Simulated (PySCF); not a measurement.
# Reading the logs of faulty runs: B2GeH3O

All numbers below are calculated, not measured. They come from PySCF 2.14.0, an open-source quantum chemistry program, on an isolated molecule that a program drew, which may never have been made. The molecule is B2GeH3O (charge 0, doublet), drawn as the SMILES string `[BH2][GeH][B]=O`.

Each row is a Hartree-Fock (HF) and frozen-core CCSD(T) single point in the cc-pVDZ basis, meant for a local HF minimum. Run 1 is clean. Each other run has one planted mistake out of seven kinds, and not every kind appears here: one electron removed, one electron added, multiplicity raised by two, geometry at a saddle point, minimal basis STO-3G, one bond length entered in bohr, all coordinates scaled. The reference is restricted for singlets and unrestricted otherwise, and also for a bond in bohr. Adding or removing an electron swaps singlet and doublet. Electrons count all cores. HOMO and LUMO are orbital energies over both spins, the gradient is its largest component, and the lowest frequency (negative if imaginary) is given only where the gradient is small. Bond lengths are over the 6 bonds as drawn. T1 is the CCSD diagnostic: over 0.02 (restricted) or 0.045 (unrestricted) a single reference is doubtful. Germanium has the cc-pVDZ-PP basis, with a core potential (ECP10MDF) in place of its 10 inner electrons, and its 3s, 3p and 3d shells are frozen in CCSD(T).

Geometry of the clean run:
```xyz
7
B2GeH3O, angstrom
B     0.1294    0.3385   -0.0036
Ge   -1.0863    1.0483    1.4343
B    -0.4867    2.4113    2.8268
O    -0.1281    3.2053    3.6332
H     1.2573    0.7262   -0.0541
H    -0.2959   -0.4591   -0.7837
H    -2.5417    0.6553    1.6296
```

```
run,electrons,basis functions,<S^2>,HOMO (eV),LUMO (eV),gradient (hartree/bohr),lowest frequency (cm^-1),mean bond (Å),longest bond (Å),T1,HF (hartree),CCSD(T) (hartree),mistake
1,53,80,0.762,-8.88,-0.38,3.0e-05,85,1.5243,2.039,0.0218,-419.36924,-419.83804,no fault
2,53,80,3.767,-6.75,-3.17,7.2e-02,-,1.5243,2.039,0.0232,-419.19082,-419.65401,multiplicity raised by two
3,53,80,1.427,-9.03,-0.64,2.4e-02,-,1.7013,2.256,0.0697,-419.24503,-419.71687,one bond length entered in bohr
4,52,80,0.000,-18.43,-7.57,3.3e-02,-,1.5243,2.039,0.0211,-419.06777,-419.52353,?
```

**Which mistake was planted in run 4, and what did it cost?**

It counts 52 electrons, one fewer than the clean run, at the same geometry and basis. So the mistake is: one electron removed. Subtracting run 1 and multiplying by 627.51 kcal/mol a hartree, the energy moved by 189.2 kcal/mol in HF and 197.4 kcal/mol in CCSD(T).

Cautions from the logs. Run 3: T1 is over the limit, so its CCSD(T) energy is less reliable; run 4: T1 is over the limit, so its CCSD(T) energy is less reliable.
